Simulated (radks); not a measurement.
Numerical settings for the magnesium ion Mg9+, [He] 2s1. All-electron calculation, scalar-relativistic Kohn-Sham, PBE, spin-polarised, spherical densities, finite nucleus; open shells are filled with parallel spins first; Fermi nuclear charge, rms radius 3.057 fm. Program: a radial shooting solver on a logarithmic mesh with Libxc functionals. The defaults (mesh step 0.008 in ln r, mesh end at 40 bohr or more with all orbitals vanishing there, Anderson mixing 0.5 over 9 steps, residual threshold near 1e-9 with the energy settled to 1e-9 hartree or 1e-11 of itself, here a cap of 60 iterations) give E = -150.3165 hartree and 2s at -351.70 eV in 17 iterations. Run on one thread of a shared host, so times are rough (Arm Neoverse V2): 0.05 s of CPU time, 0.05 s wall, 17 iterations on 2189 mesh points. Changes against that run (0 stands for a change within the tolerance of the run):

| setting | iterations | converged | E (mhartree) | e(2s) (meV) | CPU (s) |
|---|---|---|---|---|---|
| mesh step in ln r 0.003 | 49 | yes | 0 | 0 | 0.31 |
| mesh step in ln r 0.05 | 13 | yes | 0 | +0.0071 | 0.01 |
| mesh step in ln r 0.005 | 20 | yes | 0 | 0 | 0.09 |
| mesh end (bohr) 20 | 17 | yes | 0 | 0 | 0.05 |
| mesh end (bohr) 12 | 17 | yes | 0 | 0 | 0.05 |
| residual threshold 1e-13 | 60 | no | 0 | 0 | 0.14 |
| residual threshold 0.001 | 7 | yes | 0 | 0 | 0.03 |
| mixing 1 | 16 | yes | 0 | 0 | 0.05 |
| linear mixing, mixing 0.2 | 60 | no | 0 | -0.0781 | 0.15 |
| linear mixing, mixing 0.05 | 60 | no | +0.26 | -2.77e+03 | 0.16 |
| mixing history 20 | 24 | yes | 0 | 0 | 0.07 |
| iteration cap 3 | 3 | no | +0.0352 | -382 | 0.01 |

No run marked as converged misses the energy by more than 1 mhartree. A mesh that ends early acts as a hard wall.
